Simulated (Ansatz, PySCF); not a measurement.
This Ansatz (a first-principles code) input computes a SVWN5/def2-TZVPD energy:

Ansatz 0.2 input:
```yaml
crystal:
  periodic: [false, false, false]
  atoms:
    - {symbol: Be, position_ang: [0.00000000, 0.00000000, 0.00000000]}
    - {symbol: F, position_ang: [-0.00000000, -0.00000000, -1.38116796]}
    - {symbol: F, position_ang: [0.00000000, 0.00000000, 1.38116796]}
basis:
  gaussian:
    orbitals: def2-TZVPD
hamiltonian:
  xc: {name: SVWN5}
output: {forces: true}
```

**Question.** Write an input for the same energy in PySCF and say what it gives.

**Answer.** 
```python
from pyscf import gto, scf, dft

mol = gto.M(
    atom='''
    Be    0.00000000    0.00000000    0.00000000
    F    -0.00000000   -0.00000000   -1.38116796
    F     0.00000000    0.00000000    1.38116796
    ''',
    basis='def2-tzvpd',
    charge=0,
    spin=0,
    verbose=4,
)

mf = dft.RKS(mol, xc='svwn').density_fit(auxbasis='def2-universal-jkfit')
mf.grids.level = 3
mf.conv_tol = 1e-9
mf.max_cycle = 100
mf.max_memory = 1500
mf.kernel()
if not mf.converged:
    mf = mf.newton()
    mf.kernel(mf.make_rdm1())
mf.analyze()
```
It gives -213.21415 Eh, and Ansatz -213.21412 Eh, a difference of 0.03 mEh, from the treatment of integrals and grids.
